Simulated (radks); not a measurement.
Dipole-allowed excitations along the series with 47 electrons in [Kr] 4d10 5s1. Calculated with a radial shooting solver on a logarithmic mesh with Libxc functionals: scalar-relativistic Kohn-Sham, exchange-only LDA, spin-polarised, spherical densities, finite nucleus; open shells are filled with parallel spins first (spin-orbit coupling, left out, can overturn this in heavy ions); Fermi nuclear charge, rms radius of each element as measured or else 0.836 A^(1/3) + 0.57 fm. Time-dependent linear response with the Hartree and adiabatic exchange-only LDA kernel, continuum included through the Sternheimer equations, no spin-orbit coupling, so fine structure and intercombination lines are absent. Lines are the poles of the dipole polarisability below minus the highest occupied eigenvalue, found on a grid refined at the orbital gaps; the lowest seven at most are given, and weak or close lines can be missed. The first line takes the name of the lowest orbital gap if no other gap lies below it; otherwise a line is named after a gap within 0.6 % of it, if that gap stands alone.

species  -e(HOMO) (eV)  lowest orbital gap (eV)  first line (eV)      f  strongest line (eV)  its f  static alpha (bohr^3)
Sn3+            35.867              5s-5p 9.128    9.600 (5s-5p)  0.754            the first  0.754                  8.890
Sb4+            49.717             5s-5p 10.820   11.384 (5s-5p)  0.763  37.583 (unassigned)  0.803                  6.369
Te5+            65.015             5s-5p 12.513   13.161 (5s-5p)  0.766  47.051 (unassigned)  0.827                  4.782
